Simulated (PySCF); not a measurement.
Vertical excitations of a molecule C3H7BFN from TDA-CAM-B3LYP/def2-SVPD (PySCF 2.14.0), as energy in eV (oscillator strength): 6.69 (0.338), 6.79 (0.001), 6.86 (0.000), 7.49 (0.058), 7.64 (0.215), 8.12 (0.006), 8.13 (0.003), 8.19 (0.008), 8.42 (0.006), 8.66 (0.000). Lowest triplet (TDA): 3.95 eV. The structure is a stationary point at ωB97X-D3(BJ)/def2-SVP. The values are those of a single conformer.

Which molecule gave these data?
(A) C=C(F)B(C)N
(B) C=CB(F)NC
(C) C=CCB(N)F
(D) CB(N)/C=C\F

D, CB(N)/C=C\F
